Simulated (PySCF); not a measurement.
Compound: [VI4]- (charge -1 and triplet state).
SMILES: `[I][V-]([I])([I])[I]`

The calculation used PBE0-D3(BJ)/def2-SVP geometry optimisation, gas phase, def2 core potentials past Kr in PySCF 2.14.0.

Take the most abundant isotopes and a rigid rotor. 

Question: Give the principal moments of inertia and the rotational constants in MHz.

Answer: Ia = 2281.24, Ib = 2282.03, Ic = 2285.39 u·Å²; 505379 MHz·u·Å²/I gives A = 221.5, B = 221.5, C = 221.1 MHz.

Question: Classify the top.

Answer: A spherical top, as the point group Td requires three equal moments.

The point group Td allows no dipole (computed: 0.02 D (about the centre of mass, as the species is charged)), so a rigid rotor has no electric-dipole lines.

Question: Estimate the classical rotational partition function at 10 K, 100 K and 298.15 K.

Answer: Point group Td, symmetry number σ = 12; q = (√π/σ)·√((kT/h)³/(ABC)), k/h = 20836.6 MHz/K: 4270 at 10 K, 135000 at 100 K, 694000 at 298.15 K.

For this open shell read J as N, the rotation without spin; fine and hyperfine splittings come on top. No frequency check. ⟨S²⟩ = 2.048 (exact for a triplet: 2.00). The geometry's basis has no diffuse functions, a weakness for an anion. These are rigid-rotor constants of the computed structure; measured ground-state constants (B0) also hold zero-point vibration.

Caution for open-shell metal species: one SCF solution and one stationary point were followed, and a lower state or a bent or distorted shape isn't ruled out.
